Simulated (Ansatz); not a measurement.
Total energies of AlH4NOSi.

```
atom    x (Å)    y (Å)    z (Å)
  N1  -0.4121   0.4309   0.8266
 Al2   0.2056   1.2988  -0.6045
  O3   0.6197  -0.2399  -1.2946
 Si4   0.0448  -1.0510   0.0377
  H5  -0.8393   0.5906   1.7200
  H6   0.3619   2.7683  -1.1253
  H7  -1.0830  -1.9637  -0.2908
  H8   1.1024  -1.8341   0.7312
```

The species carries charge 0 and has multiplicity 1. All single points use the PBE0-D4/def2-TZVP geometry. Basis def2-TZVPP, Ansatz.

RPA on PBE orbitals: Hartree–Fock energy of these orbitals -662.65330 Eh, correlation -1.04562 Eh (frozen core).

```csv
functional,energy without D4 (Eh),D4 term (kJ/mol)
LDA (SPW92),-661.29846,–
PBE,-664.06905,-17.1
revPBE,-664.34361,-50.1
BLYP,-664.47858,-37.9
r2SCAN,-664.39222,-3.8
B97M-V,-664.34940,–
PBE0,-664.12532,-14.3
B3LYP,-664.55551,-28.0
r2SCANh,-664.38087,-4.1
r2SCAN0,-664.36482,-4.6
HSE06 (plane-wave form),-664.10657,-13.4
BHLYP,-664.44783,-22.9
CAM-B3LYP,-664.47786,-14.6
LC-ωPBE,-664.25599,–
ωB97X-V,-664.38179,–
ωB97M-V,-664.43390,–
B2PLYP,-664.18724,–
PBE-QIDH,-663.94065,–
```

B3LYP takes the VWN-RPA correlation (the form of Gaussian; ORCA's B3LYP/G). HSE06 is the plane-wave form, built on full-range PBE exchange. The double hybrids freeze the cores in their second-order part.

LC-ωPBE has ω = 0.4 bohr⁻¹.
